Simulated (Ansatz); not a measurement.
C₂H₈AsN, SMILES `CNC[AsH2]` at its PBE0-D4/def2-TZVP geometry, where that method's forces vanish. Total charge 0; spin multiplicity 1.

```tsv
atom	x (Å)	y (Å)	z (Å)
C1	-0.3463	-1.6795	-0.2591
N2	0.1134	-0.4560	0.3638
C3	0.1197	0.6668	-0.5370
As4	0.6114	2.3817	0.3053
H5	-0.3785	-2.4800	0.4827
H6	0.3595	-1.9795	-1.0387
H7	-1.3418	-1.5970	-0.7260
H8	-0.4461	-0.2427	1.1793
H9	-0.8452	0.8426	-1.0449
H10	0.8589	0.4936	-1.3261
H11	-0.4162	2.2641	1.4281
H12	1.7112	1.7859	1.1728
```

Problem. For each bond, give half the difference of the two atoms' forces along it (eV/Å; positive pushes the atoms apart) under PBE-D4, r2SCAN-D4, B3LYP-D4, ωB97M-V in def2-TZVPP. (Best estimate.)

Solution. Computed: 
```tsv
bond	length (Å)	PBE-D4	r2SCAN-D4	B3LYP-D4	ωB97M-V
C1–N2	1.448	0.09	0.19	0.20	0.22
C1–H5	1.092	0.08	-0.06	-0.11	-0.10
C1–H6	1.094	0.11	-0.05	-0.08	-0.09
C1–H7	1.103	0.11	-0.03	-0.05	-0.11
N2–C3	1.440	0.03	0.14	0.16	0.25
N2–H8	1.012	0.24	-0.02	-0.08	-0.13
C3–As4	1.973	0.17	0.08	0.18	-0.07
C3–H9	1.104	0.12	-0.03	-0.10	-0.12
C3–H10	1.095	0.12	-0.05	-0.14	-0.11
As4–H11	1.527	0.24	-0.02	0.03	-0.11
As4–H12	1.522	0.25	-0.01	0.03	-0.12
```

B3LYP here is the variant with VWN-RPA as its local correlation; programs differ in this.
